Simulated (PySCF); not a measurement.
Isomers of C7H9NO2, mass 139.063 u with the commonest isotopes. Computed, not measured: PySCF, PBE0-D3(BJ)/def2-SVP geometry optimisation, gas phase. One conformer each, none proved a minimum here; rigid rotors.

**Question.** Order these by radius of gyration √(Σ m r²/M), largest first.
A. `[NH2:1][C:2](=[O:3])[C@@H:4]1[CH2:5][CH:6]=[CH:7][C:8](=[O:9])[CH2:10]1` with H–N1–C2–O3 3° and 179°, N1–C2–C4–C5 -156°, C2–C4–C5–C6 -168°, C4–C5–C6–C7 19°, C6–C7–C8–O9 -178°, C7–C8–C10–C4 -34°
B. `[O:1]=[CH:2]/[CH:3]=[C:4]1/[CH2:5][C@@H:6]1[CH2:7][NH:8][CH:9]=[O:10]` with O1–C2–C3–C4 -12°, C5–C6–C7–N8 -154°, C6–C7–N8–C9 -123°, C7–N8–C9–O10 -5°
C. `[CH3:1]/[CH:2]=[C:3](/[CH3:4])[C@@H:5]([C:6]#[N:7])[O:8][CH:9]=[O:10]` with C2–C3–C5–C6 -65°, C3–C5–O8–C9 76°, C5–O8–C9–O10 1°

**Answer.** B (2.415 Å), A (2.280 Å), C (2.165 Å).

**Question.** Order these by rotational constant C, smallest first.
A. `[O:1]=[CH:2]/[CH:3]=[C:4]1/[CH2:5][C@@H:6]1[CH2:7][NH:8][CH:9]=[O:10]` with O1–C2–C3–C4 -12°, C5–C6–C7–N8 -154°, C6–C7–N8–C9 -123°, C7–N8–C9–O10 -5°
B. `[CH3:1]/[CH:2]=[C:3](/[CH3:4])[C@@H:5]([C:6]#[N:7])[O:8][CH:9]=[O:10]` with C2–C3–C5–C6 -65°, C3–C5–O8–C9 76°, C5–O8–C9–O10 1°
C. `[NH2:1][C:2](=[O:3])[C@@H:4]1[CH2:5][CH:6]=[CH:7][C:8](=[O:9])[CH2:10]1` with H–N1–C2–O3 3° and 179°, N1–C2–C4–C5 -156°, C2–C4–C5–C6 -168°, C4–C5–C6–C7 19°, C6–C7–C8–O9 -178°, C7–C8–C10–C4 -34°

**Answer.** A (633.4 MHz), C (729.5 MHz), B (975.9 MHz).

**Question.** Order these by dipole moment, smallest first.
A. `[O:1]=[CH:2]/[CH:3]=[C:4]1/[CH2:5][C@@H:6]1[CH2:7][NH:8][CH:9]=[O:10]` with O1–C2–C3–C4 -12°, C5–C6–C7–N8 -154°, C6–C7–N8–C9 -123°, C7–N8–C9–O10 -5°
B. `[NH2:1][C:2](=[O:3])[C@@H:4]1[CH2:5][CH:6]=[CH:7][C:8](=[O:9])[CH2:10]1` with H–N1–C2–O3 3° and 179°, N1–C2–C4–C5 -156°, C2–C4–C5–C6 -168°, C4–C5–C6–C7 19°, C6–C7–C8–O9 -178°, C7–C8–C10–C4 -34°
C. `[CH3:1]/[CH:2]=[C:3](/[CH3:4])[C@@H:5]([C:6]#[N:7])[O:8][CH:9]=[O:10]` with C2–C3–C5–C6 -65°, C3–C5–O8–C9 76°, C5–O8–C9–O10 1°

**Answer.** C (2.61 D), B (2.98 D), A (5.53 D).

```json
{"SMILES": "O=C/C=C1/C[C@@H]1CNC=O", "point group": "C1", "Ia (u·Å²)": "245.22", "Ib (u·Å²)": "579.56", "Ic (u·Å²)": "797.83", "κ": "-0.67", "μa (D)": "5.40", "μb (D)": "1.15", "μc (D)": "0.25"}
{"SMILES": "NC(=O)[C@@H]1CC=CC(=O)C1", "point group": "C1", "Ia (u·Å²)": "204.75", "Ib (u·Å²)": "548.22", "Ic (u·Å²)": "692.81", "κ": "-0.78", "μa (D)": "1.72", "μb (D)": "0.17", "μc (D)": "2.43"}
{"SMILES": "C/C=C(/C)[C@@H](C#N)OC=O", "point group": "C1", "Ia (u·Å²)": "341.13", "Ib (u·Å²)": "444.69", "Ic (u·Å²)": "517.88", "κ": "-0.36", "μa (D)": "1.44", "μb (D)": "1.82", "μc (D)": "1.19"}
```
